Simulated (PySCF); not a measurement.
B(CCH)(Me)(OH) (C3H5BO), SMILES C#CB(C)O. Atoms are numbered in the order given.

```xyz
10

B     -0.4445    -0.1005     0.0249
C      1.0323     0.3072    -0.1897
C      2.2066     0.6305    -0.3604
H      3.2412     0.9126    -0.5061
C     -0.9070    -0.9009     1.2971
H     -1.9931    -1.1162     1.2923
H     -0.6567    -0.3362     2.2208
H     -0.3502    -1.8591     1.3757
O     -1.3789     0.2431    -0.9165
H     -0.9784     0.7353    -1.6575
```
Charge 0, spin multiplicity 1.

Coordinates come from a PBE-D3(BJ)/def2-SVP optimisation. The structure was generated by enumeration, and PubChem lists no compound with its InChIKey, so it may never have been made. The values are those of a single conformer.

Level of theory: PBE-D3(BJ)/def2-SVP (PySCF).

Frequencies are harmonic and unscaled.

```json
[
 {"mode": "1", "ν (cm⁻¹)": "88", "IR (km/mol)": "1.8", "Raman (Å⁴/amu)": "0.1", "depolarisation": "0.75", "moving atoms (share of kinetic energy)": "H 96 %"},
 {"mode": "2", "ν (cm⁻¹)": "149", "IR (km/mol)": "0.1", "Raman (Å⁴/amu)": "8.3", "depolarisation": "0.75", "moving atoms (share of kinetic energy)": "C 54 %, H 24 %, O 16 %"},
 {"mode": "3", "ν (cm⁻¹)": "211", "IR (km/mol)": "2.4", "Raman (Å⁴/amu)": "7.3", "depolarisation": "0.75", "moving atoms (share of kinetic energy)": "C 62 %, H 20 %, B 12 %"},
 {"mode": "4", "ν (cm⁻¹)": "333", "IR (km/mol)": "2.7", "Raman (Å⁴/amu)": "2.0", "depolarisation": "0.58", "moving atoms (share of kinetic energy)": "C 38 %, H 29 %, O 28 %"},
 {"mode": "5", "ν (cm⁻¹)": "461", "IR (km/mol)": "4.8", "Raman (Å⁴/amu)": "1.7", "depolarisation": "0.75", "moving atoms (share of kinetic energy)": "H 52 %, B 30 %, C 17 %"},
 {"mode": "6", "ν (cm⁻¹)": "494", "IR (km/mol)": "19.3", "Raman (Å⁴/amu)": "2.4", "depolarisation": "0.72", "moving atoms (share of kinetic energy)": "C 69 %, H 15 %, O 12 %"},
 {"mode": "7", "ν (cm⁻¹)": "662", "IR (km/mol)": "6.8", "Raman (Å⁴/amu)": "6.2", "depolarisation": "0.10", "moving atoms (share of kinetic energy)": "C 56 %, H 22 %, O 17 %"},
 {"mode": "8", "ν (cm⁻¹)": "663", "IR (km/mol)": "31.7", "Raman (Å⁴/amu)": "1.5", "depolarisation": "0.55", "moving atoms (share of kinetic energy)": "H 72 %, C 26 %"},
 {"mode": "9", "ν (cm⁻¹)": "671", "IR (km/mol)": "118.7", "Raman (Å⁴/amu)": "1.6", "depolarisation": "0.75", "moving atoms (share of kinetic energy)": "H 76 %, O 11 %, B 8 %"},
 {"mode": "10", "ν (cm⁻¹)": "720", "IR (km/mol)": "30.1", "Raman (Å⁴/amu)": "1.3", "depolarisation": "0.75", "moving atoms (share of kinetic energy)": "H 75 %, C 25 %"},
 {"mode": "11", "ν (cm⁻¹)": "822", "IR (km/mol)": "2.7", "Raman (Å⁴/amu)": "3.3", "depolarisation": "0.11", "moving atoms (share of kinetic energy)": "H 60 %, C 27 %, O 11 %"},
 {"mode": "12", "ν (cm⁻¹)": "850", "IR (km/mol)": "14.5", "Raman (Å⁴/amu)": "0.3", "depolarisation": "0.75", "moving atoms (share of kinetic energy)": "H 48 %, B 32 %, C 20 %"},
 {"mode": "13", "ν (cm⁻¹)": "965", "IR (km/mol)": "93.3", "Raman (Å⁴/amu)": "3.1", "depolarisation": "0.49", "moving atoms (share of kinetic energy)": "H 67 %, B 16 %, C 9 %, O 8 %"},
 {"mode": "14", "ν (cm⁻¹)": "1187", "IR (km/mol)": "142.0", "Raman (Å⁴/amu)": "5.8", "depolarisation": "0.41", "moving atoms (share of kinetic energy)": "H 59 %, B 33 %"},
 {"mode": "15", "ν (cm⁻¹)": "1275", "IR (km/mol)": "174.2", "Raman (Å⁴/amu)": "4.6", "depolarisation": "0.33", "moving atoms (share of kinetic energy)": "H 40 %, B 30 %, C 21 %, O 9 %"},
 {"mode": "16", "ν (cm⁻¹)": "1334", "IR (km/mol)": "157.6", "Raman (Å⁴/amu)": "13.3", "depolarisation": "0.59", "moving atoms (share of kinetic energy)": "H 41 %, B 39 %, O 12 %, C 8 %"},
 {"mode": "17", "ν (cm⁻¹)": "1380", "IR (km/mol)": "5.4", "Raman (Å⁴/amu)": "17.0", "depolarisation": "0.75", "moving atoms (share of kinetic energy)": "H 96 %"},
 {"mode": "18", "ν (cm⁻¹)": "1400", "IR (km/mol)": "52.2", "Raman (Å⁴/amu)": "5.4", "depolarisation": "0.66", "moving atoms (share of kinetic energy)": "H 64 %, B 25 %"},
 {"mode": "19", "ν (cm⁻¹)": "2103", "IR (km/mol)": "47.5", "Raman (Å⁴/amu)": "158.1", "depolarisation": "0.25", "moving atoms (share of kinetic energy)": "C 90 %, H 9 %"},
 {"mode": "20", "ν (cm⁻¹)": "2970", "IR (km/mol)": "0.2", "Raman (Å⁴/amu)": "155.1", "depolarisation": "0.00", "moving atoms (share of kinetic energy)": "H 97 %"},
 {"mode": "21", "ν (cm⁻¹)": "3046", "IR (km/mol)": "3.6", "Raman (Å⁴/amu)": "75.2", "depolarisation": "0.75", "moving atoms (share of kinetic energy)": "H 91 %, C 9 %"},
 {"mode": "22", "ν (cm⁻¹)": "3085", "IR (km/mol)": "10.4", "Raman (Å⁴/amu)": "105.9", "depolarisation": "0.68", "moving atoms (share of kinetic energy)": "H 91 %, C 9 %"},
 {"mode": "23", "ν (cm⁻¹)": "3392", "IR (km/mol)": "43.4", "Raman (Å⁴/amu)": "42.9", "depolarisation": "0.25", "moving atoms (share of kinetic energy)": "H 86 %, C 14 %"},
 {"mode": "24", "ν (cm⁻¹)": "3714", "IR (km/mol)": "47.6", "Raman (Å⁴/amu)": "116.6", "depolarisation": "0.27", "moving atoms (share of kinetic energy)": "H 94 %"}
]
```
